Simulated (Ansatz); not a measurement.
Te₉Pb₈⁻ (the lowest doublet isomer of a short search). The state is a doublet with charge -1. Geometry PBE-D4/def2-SVP, basis def2-SVP, Ansatz.

```xyz
17

Pb   -1.146    0.551    4.544
Pb   -0.874   -0.959    1.181
Pb    2.012    1.586   -3.669
Pb   -1.743    2.200   -1.383
Pb   -4.162    0.747    1.756
Pb   -0.543   -1.324   -2.802
Pb    2.559    1.455    2.018
Pb    2.818   -1.615   -0.939
Te   -0.898    1.583   -4.307
Te   -1.600    2.321    2.107
Te    1.076    1.062   -0.748
Te   -3.032   -1.552    3.379
Te    0.403   -3.327   -0.468
Te    4.769   -0.154    0.892
Te   -3.311   -0.319   -1.021
Te    1.325   -0.848    3.476
Te    2.346   -1.408   -4.016
```

```json
{"run": "A", "HOMO (eV)": "-2.35", "LUMO (eV)": "-1.86"}
{"run": "B", "HOMO (eV)": "-2.07", "LUMO (eV)": "-1.80"}
{"run": "C", "HOMO (eV)": "-2.87", "LUMO (eV)": "-1.44"}
{"run": "D", "HOMO (eV)": "-4.54", "LUMO (eV)": "0.02"}
```

In the def2 sets Pb, Te take a core potential; there is no spin–orbit coupling. Single mean-field runs in def2-SVP are fitted with def2-universal-jkfit. Another isomer (doublet) lies 0.05 eV lower at r2SCAN-D4/def2-SVP; other spin states weren't run for this one.

HOMO and LUMO are taken over both spins.

**Question.** The runs used PBE, PBE0, r2SCAN, ωB97X-V. Estimate which is which.

**Answer.** A r2SCAN (0 % exact exchange); B PBE (0 % exact exchange); C PBE0 (25 % exact exchange); D ωB97X-V (range-separated). Exact exchange lowers occupied and raises empty levels; among semilocal functionals meta-GGAs tend to open the gap a little, and such runs are hard to tell apart. The gap grows from 0.27 eV (PBE) to 4.56 eV (ωB97X-V).
